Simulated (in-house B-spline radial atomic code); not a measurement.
RPA and G0W0 for Si2+, [Ne] 3s2, as one setting changes: the share of exact exchange in the PBE hybrid start. A dash marks a level of low quasi-particle weight. Computed with a B-spline radial code for spherical atoms: all electrons, non-relativistic, point nucleus, each spin shell either full or empty, empty states to l = 9 with an (l + 1/2)⁻⁴ tail; G0W0 by contour deformation at full frequency.

| share of exact exchange in the PBE hybrid start | mean-field level (eV) | G0W0 level (eV) | RPA correlation (Eh) |
| --- | --- | --- | --- |
| 0 | -28.478 | 3s -33.75 | -0.72782 |
| 0.1 | -28.940 | 3s -33.74 | -0.71593 |
| 0.2 | -29.402 | 3s -33.72 | -0.70486 |
| 0.3 | -29.862 | 3s -33.69 | -0.69448 |
| 0.4 | -30.32 | 3s -33.67 | -0.68469 |
| 0.5 | -30.78 | 3s -33.65 | -0.67542 |
| 0.6 | ? | ? | ? |
| 0.7 | ? | ? | ? |
| 0.8 | -32.15 | 3s -33.58 | -0.65013 |
| 0.9 | -32.60 | 3s -33.55 | -0.64241 |
| 1 | -33.05 | 3s -33.53 | -0.63498 |

Question: What belongs in the row for 0.6?

Answer: mean-field level (eV): -31.24; G0W0 level (eV): 3s -33.62; RPA correlation (Eh): -0.6666.

Question: What belongs in the row for 0.7?

Answer: mean-field level (eV): -31.69; G0W0 level (eV): 3s -33.60; RPA correlation (Eh): -0.65819.
